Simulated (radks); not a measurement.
Mg I, 12 electrons, occupied as [Ne] 3s2. Calculated with a radial shooting solver on a logarithmic mesh with Libxc functionals: scalar-relativistic Kohn-Sham, r2SCAN, spin-polarised, spherical densities, finite nucleus; meta-GGA in the generalised Kohn-Sham scheme; Fermi nuclear charge, rms radius 3.057 fm.

Local quantities along the radius. ELF = 1/(1 + alpha^2) is the electron localisation function; alpha = (tau - tau_W)/tau_unif compares the Pauli kinetic energy density with that of the uniform gas (summed over spins). tau is taken from the large components.

r (bohr)    ELF       alpha
0.008897  1.000    0.008129
0.0114    1.000    0.008790
0.01461   1.000    0.009737
0.01872   1.000     0.01112
0.02399   1.000     0.01322
0.03074   1.000     0.01651
0.03971   1.000     0.02224
0.05089   0.999     0.03228
0.06522   0.997     0.05204
0.08357   0.991     0.09552
0.1071    0.960      0.2035
0.1372    0.802      0.4965
0.1773    0.385       1.264
0.2272    0.184       2.106
0.2911    0.282       1.595
0.3731    0.609      0.8011
0.478     0.811      0.4826
0.6126    0.865      0.3948
0.7913    0.843      0.4308
1.014     0.695      0.6626
1.299     0.248       1.741
1.665     0.053       4.218
2.134     0.311       1.488
2.756     0.962      0.1987
3.532     0.999     0.02359
4.527     1.000    0.002538
5.801     1.000   0.0002366
7.433     1.000  0.00001855
9.525     1.000   1.225e-06

On this mesh the ELF has minima near r = 0.23, 1.7 bohr, which separate the shells, and maxima near 0.61 (0.87).
